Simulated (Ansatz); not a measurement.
`N[SiH](Cl)[Si](N)(Cl)Cl`. The species carries charge 0 and has multiplicity 1. All single points use the PBE0-D4/def2-TZVP geometry. It is one conformer, not always the lowest.

```xyz
12

N    -0.230    1.435    1.822
Si    0.354    1.144    0.257
Cl   -0.706    2.065   -1.288
Si    0.110   -1.129   -0.196
N     0.099   -1.398   -1.865
Cl    1.603   -2.284    0.602
Cl   -1.628   -1.699    0.787
H    -1.058    0.967    2.153
H    -0.063    2.304    2.303
H     1.730    1.677    0.154
H    -0.403   -0.764   -2.467
H     0.192   -2.320   -2.260
```

(1) What is the dipole moment at ωB97M-V/def2-TZVPP? (Best estimate.)

(2) And with PBE, r2SCAN, B3LYP? (An estimate is asked.)

(3) Give the Mulliken charges with ωB97M-V, r2SCAN, PBE in def2-TZVPP. (Estimate.)

## Answers

(1) Ansatz gave: 0.73 D, with components (-0.26, 0.67, -0.13) D in this frame, pointing from negative to positive charge.

(2) Ansatz gave: PBE 0.71 D, r2SCAN 0.73 D, B3LYP 0.72 D.

(3) Computed: 
```
atom  ωB97M-V  r2SCAN    PBE
  N1    -0.35   -0.43  -0.36
 Si2     0.37    0.47   0.35
 Cl3    -0.24   -0.28  -0.25
 Si4     0.48    0.59   0.46
  N5    -0.34   -0.43  -0.35
 Cl6    -0.19   -0.24  -0.21
 Cl7    -0.22   -0.26  -0.23
  H8     0.13    0.17   0.16
  H9     0.12    0.16   0.15
 H10    -0.02   -0.07  -0.06
 H11     0.13    0.17   0.16
 H12     0.12    0.16   0.16
```

B3LYP here is the variant with VWN-RPA as its local correlation; programs differ in this.
